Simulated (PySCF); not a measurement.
[Lu(CH3)2]+: from a saddle point downhill

PySCF 2.14.0, RKS PBE0, Lu lcecp-1-SVP with ECP60, C def2-SVP, H def2-SVP; non-relativistic Hamiltonian with scalar-relativistic core potentials where named; density fitting; no spin-orbit coupling. Relaxed within the symmetry of its start, the geometry (C2v) is

```xyz
9

Lu    0.0000    0.0000   -0.2160
C     1.7076    0.0000    1.2009
H     2.7031    0.0000    0.7204
H     1.6534    0.8848    1.8635
H     1.6534   -0.8848    1.8635
C    -1.7076    0.0000    1.2009
H    -2.7031    0.0000    0.7204
H    -1.6534   -0.8848    1.8635
H    -1.6534    0.8848    1.8635
```

and its lowest harmonic modes are -67, 43, 132, 398, 405, 432 cm⁻¹ (negative: unstable). It was moved along the lowest mode and relaxed again, within the group C2 that the move left.

Task: Where does it end, and how much lower?

Result: In C2, 0.001 eV lower, after 4 steps:
```xyz
9

Lu    0.0000    0.0000   -0.2132
C     1.7084   -0.0170    1.2017
H     2.6874    0.2079    0.7397
H     1.5321    0.7232    2.0048
H     1.7946   -1.0014    1.7007
C    -1.7084    0.0170    1.2017
H    -2.6874   -0.2079    0.7397
H    -1.5321   -0.7232    2.0048
H    -1.7946    1.0014    1.7007
```

Task: How do the contacts change?

Result: 
| contact | saddle (Å) | end (Å) |
| --- | --- | --- |
| Lu1–C2 (CH3) | 2.219 | 2.218 |
| Lu1–C6 (CH3) | 2.219 | 2.218 |


Task: Is the end a minimum?

Result: Yes; lowest modes 53, 66, 137, 400, 408, 433 cm⁻¹.

An lcecp potential fixes the number of 4f electrons, so in runs with it no electron can move into or out of that shell.

State: singlet in the valence, with the 4f electrons in the core potential.
